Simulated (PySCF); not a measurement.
Cards and structures have been mixed up. Pair them.

Structures:
1. `CC[Si]1(F)[SiH2][SiH2][SiH2][SiH2]1`
2. `F[C@@H]1C[SiH2][Si@@](F)(O[SiH3])C1`
3. `C1=CC=C2[PH2+]CCC2=C1`

Card P (geometry GFN2-xTB):
* Rotational constants A, B, C: 1.772, 0.588, 0.545 GHz
* Isotropic shieldings of nuclei other than C and H, by class (GIAO PBE0/pcSseg-1): 280 (1 O), 320 (1 F), 356 (1 F), 329 (1 Si), 390 (1 Si), 446 (1 Si) ppm
* Dipole moment (PBE0/pcSseg-1): 2.94 D
* HOMO energy (PBE0/pcSseg-1): -7.60 eV

Card Q (geometry GFN2-xTB):
* Rotational constants A, B, C: 1.027, 0.615, 0.513 GHz
* 13C chemical shifts (computed TMS as zero) by class (GIAO PBE0/pcSseg-1): 16.2 (1 C), 6.5 (1 C) ppm
* HOMO energy (PBE0/pcSseg-1): -7.66 eV
* Isotropic shieldings of nuclei other than C and H, by class (GIAO PBE0/pcSseg-1): 387 (1 F), 277 (1 Si), 472 (2 Si), 479 (2 Si) ppm

Card R (geometry GFN2-xTB):
* Rotational constants A, B, C: 2.835, 1.212, 0.869 GHz
* Point group: C1
* 13C chemical shifts (computed TMS as zero) by class (GIAO PBE0/pcSseg-1): 157.8 (1 C), 147.6 (1 C), 139.4 (1 C), 139.1 (1 C), 135.0 (1 C), 109.9 (1 C), 36.6 (1 C), 17.8 (1 C) ppm
* HOMO energy (PBE0/pcSseg-1): -11.45 eV

All species are isolated and taken at one optimised geometry, non-relativistic unless stated; the electronic structure was computed with PySCF and density fitting. NMR classes are plain means over equivalent atoms (diastereotopic ones count apart unless rotation or inversion swaps them), as if these changed places fast.

Task: Which card belongs to which structure?

Result: P = 2, Q = 1, R = 3. What ties each card to its structure:
- 1 (card Q), C2H13FSi5, monoisotopic mass 196.0 u, 8 heavy atoms: 2 C in 2 classes; the least shielded carbon (16.2 ppm) is an sp3 carbon bound to silicon; an asymmetric top with C = 0.513 GHz, the lowest such constant on the cards.
- 2 (card P), C3H10F2OSi3, monoisotopic mass 184.0 u, 9 heavy atoms: an asymmetric top with C = 0.545 GHz; dipole 2.94 D.
- 3 (card R), [C8H10P]+, monoisotopic mass 137.1 u, 9 heavy atoms: 8 C in 8 classes; a HOMO at -11.45 eV for the only species of charge +1; the least shielded carbon (157.8 ppm) is a substituted aromatic carbon; an asymmetric top with C = 0.869 GHz, the highest such constant on the cards.
